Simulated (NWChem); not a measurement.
System: GaHSeCl2; SMILES [Cl][Ga]([SeH])[Cl]

Input file for NWChem:

```
start job
memory heap 200 mb stack 900 mb global 1100 mb
geometry units angstroms noautosym nocenter noautoz
  Ga    -0.004797    -0.431980     0.000000
  Cl     1.809509    -1.596108     0.000000
  Cl    -1.874653    -1.512122     0.000000
  Se     0.086967     1.894535     0.000000
  H     -1.393182     1.975111     0.000000
end
basis spherical
  * library sto-3g
end
dft
  xc hfexch
  iterations 150
end
property
  shielding
  efieldgrad
end
task dft property
```

STO-3G and 3-21G are far too small for this property and stand as cheap habits. The geometry was optimised at B3LYP/6-31G* (spherical d).

GIAO values for the isolated, static molecule; σ is the absolute isotropic shielding, δ = σ(reference) − σ with the isolated reference molecule computed at the same levels (1H: tetramethylsilane). Spin-orbit effects, on the heavy nuclei and on their neighbours, are missing.

Atoms are numbered as in the input.

Question: Predict the main results of this run. (Hartree-Fock/STO-3G, GIAO.) Quantities: σ Ga1 (ppm); σ Cl2 (ppm); σ Cl3 (ppm); σ Se4 (ppm); δ H5 (ppm).

Answer: 
| Quantity | Result |
|---|---|
| σ Ga1 (ppm) | 1568.2 |
| σ Cl2 (ppm) | 1209.8 |
| σ Cl3 (ppm) | 1211.1 |
| σ Se4 (ppm) | 2834.0 |
| δ H5 (ppm) | 0.97 |
